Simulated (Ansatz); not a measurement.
`CCN([SiH3])c1ccccc1` and `Clc1ccccc1` differ in one atom or group.

Ansatz, PBE0-D4/def2-TZVP geometries, multiplicity 1. Each molecule was computed in one conformer, which needn't be the lowest.

```json
{"property": "HOMO energy (B3LYP/def2-TZVPP) / eV", "`CCN([SiH3])c1ccccc1`": "-5.70"}
{"property": "HOMO energy (PBE0/def2-TZVPP) / eV", "`CCN([SiH3])c1ccccc1`": "-5.90"}
{"property": "HOMO energy (ωB97M-V/def2-TZVPP) / eV", "`CCN([SiH3])c1ccccc1`": "-7.93"}
{"property": "size of the dipole moment (ωB97M-V/def2-TZVPP) / D", "`CCN([SiH3])c1ccccc1`": "1.15"}
{"property": "HOMO–LUMO gap (B3LYP/def2-TZVPP) / eV", "`CCN([SiH3])c1ccccc1`": "5.39"}
{"property": "LUMO energy (PBE/def2-TZVPP) / eV", "`CCN([SiH3])c1ccccc1`": "-1.02"}
```

Task: What does the change do to each property? (Best estimate.)

Result: Computed: 
```json
{"property": "HOMO energy (B3LYP/def2-TZVPP) / eV", "`Clc1ccccc1`": "-6.92", "shift": "-1.22"}
{"property": "HOMO energy (PBE0/def2-TZVPP) / eV", "`Clc1ccccc1`": "-7.14", "shift": "-1.24"}
{"property": "HOMO energy (ωB97M-V/def2-TZVPP) / eV", "`Clc1ccccc1`": "-9.19", "shift": "-1.26"}
{"property": "size of the dipole moment (ωB97M-V/def2-TZVPP) / D", "`Clc1ccccc1`": "1.66", "shift": "0.51"}
{"property": "HOMO–LUMO gap (B3LYP/def2-TZVPP) / eV", "`Clc1ccccc1`": "6.17", "shift": "0.78"}
{"property": "LUMO energy (PBE/def2-TZVPP) / eV", "`Clc1ccccc1`": "-1.46", "shift": "-0.44"}
```

With PBE0 the HOMO falls by 1.24 eV and the LUMO falls by 0.42 eV, so the gap widens by about 0.82 eV. PBE moves the HOMO by -1.19 eV and ωB97M-V by -1.26 eV. Dipoles are sizes alone; their direction can turn.

Positive LUMOs are unbound, so they and the gaps depend on the basis.

B3LYP here is the variant with VWN-RPA as its local correlation; programs differ in this.
